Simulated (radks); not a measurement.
The numbers below are computed, except where a source is named.
Valence configurations of the lanthanum ion La+ (all share [Xe]). Level of theory: Dirac Kohn-Sham, BLYP, spin-unpolarised, spherical densities, point nucleus; open shells fill j = l - 1/2 first (a radial shooting solver on a logarithmic mesh with Libxc functionals). Energies are relative to 5d2; eigenvalues in eV.

| valence | E (eV) | e(4f5/2) | e(5d3/2) | e(6p1/2) | e(6s1/2) |
|---|---|---|---|---|---|
| 5d1.5 6s0.5 | -0.126 | - | -7.787 | - | -7.915 |
| 5d1 6s1 | -0.123 | - | -8.456 | - | -8.310 |
| 5d2 | 0.000 | - | -7.154 | - | - |
| 4f0.5 5d1.5 | 0.054 | -5.553 | -6.615 | - | - |
| 4f1 5d1 | 0.984 | -3.595 | -6.160 | - | - |
| 5d1 6p1 | 2.675 | - | -9.189 | -5.994 | - |
| 4f2 | 4.345 | -2.330 | - | - | - |
| 6p2 | 6.437 | - | - | -6.939 | - |

NIST lists [Xe] 5d2 as the ground configuration; this level of theory puts 5d1.5 6s0.5 lower, by 0.126 eV. The energies are those of spherical spin-averaged densities, not of single terms.
